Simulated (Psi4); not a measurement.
CHN, triplet, geometry from GFN2-xTB (a higher spin typed on purpose: for a closed-shell molecule this is an excited state); Psi4 with CISD/def2-SVP.

The Psi4 input:
```
memory 2 GB

molecule mol {
0 3
C    -0.452709    0.357572   -0.088213
N     0.581144   -0.259910    0.075036
H    -1.351757   -0.326060    0.004025
}

set {
  basis def2-svp
  reference uhf
}

energy('cisd')
print_variables()
```

### Question
Write the output that Psi4 gives for this input, abridged.

### Answer

```
Traceback (most recent call last):
  File "psi4", line 375, in <module>
  File "<string>", line 24, in <module>
  File "site-packages/psi4/driver/driver.py", line 461, in energy
  File "site-packages/psi4/driver/task_planner.py", line 255, in task_planner
  File "site-packages/psi4/driver/driver_util.py", line 222, in negotiate_derivative_type
  File "site-packages/psi4/driver/driver_util.py", line 355, in highest_analytic_derivative_available

psi4.driver.p4util.exceptions.MissingMethodError: Method=cisd is not available for any derivative level under conditions CI_TYPE=CONV, REFERENCE=UHF, FREEZE_CORE=FALSE, QC_MODULE=(auto). See https://psicode.org/psi4manual/master/introduction.html#ss-cisd. Or did you mean? ccd ccsd cisdt cisdtq qcisd lccsd ci2 ci3 ci4 ci5 ci6 ci7 ci8 ci9 ci10 ci11 ci12 ci13 ci14 ci15 ci16 ci17 ci18 ci19 ci20 ci21 ci22 ci23 ci24 ci25 ci26 ci27 ci28 ci29 ci30 ci31 ci32 ci33 ci34 ci35 ci36 ci37 ci38 ci39 ci40 ci41 ci42 ci43 ci44 ci45 ci46 ci47 ci48 ci49 ci50 ci51 ci52 ci53 ci54 ci55 ci56 ci57 ci58 ci59 ci60 ci61 ci62 ci63 ci64 ci65 ci66 ci67 ci68 ci69 ci70 ci71 ci72 ci73 ci74 ci75 ci76 ci77 ci78 ci79 ci80 ci81 ci82 ci83 ci84 ci85 ci86 ci87 ci88 ci89 ci90 ci91 ci92 ci93 ci94 ci95 ci96 ci97 ci98

Printing out the relevant lines from the Psithon --> Python processed input file:
    H    -1.351757   -0.326060    0.004025
    ""","mol")
    core.IO.set_default_namespace("mol")
    core.set_global_option("BASIS", "def2-svp")
    core.set_global_option("REFERENCE", "uhf")
--> energy('cisd')
    print_variables()

!----------------------------------------------------------------------------------!
!                                                                                  !
!  Method=cisd is not available for any derivative level under conditions          !
!     CI_TYPE=CONV, REFERENCE=UHF, FREEZE_CORE=FALSE, QC_MODULE=(auto). See        !
!     https://psicode.org/psi4manual/master/introduction.html#ss-cisd. Or did you  !
!     mean? ccd ccsd cisdt cisdtq qcisd lccsd ci2 ci3 ci4 ci5 ci6 ci7 ci8 ci9 ci10 !
!     ci11 ci12 ci13 ci14 ci15 ci16 ci17 ci18 ci19 ci20 ci21 ci22 ci23 ci24 ci25   !
!     ci26 ci27 ci28 ci29 ci30 ci31 ci32 ci33 ci34 ci35 ci36 ci37 ci38 ci39 ci40   !
!     ci41 ci42 ci43 ci44 ci45 ci46 ci47 ci48 ci49 ci50 ci51 ci52 ci53 ci54 ci55   !
!     ci56 ci57 ci58 ci59 ci60 ci61 ci62 ci63 ci64 ci65 ci66 ci67 ci68 ci69 ci70   !
!     ci71 ci72 ci73 ci74 ci75 ci76 ci77 ci78 ci79 ci80 ci81 ci82 ci83 ci84 ci85   !
!     ci86 ci87 ci88 ci89 ci90 ci91 ci92 ci93 ci94 ci95 ci96 ci97 ci98             !
!                                                                                  !
!----------------------------------------------------------------------------------!
```

The program refused the input.
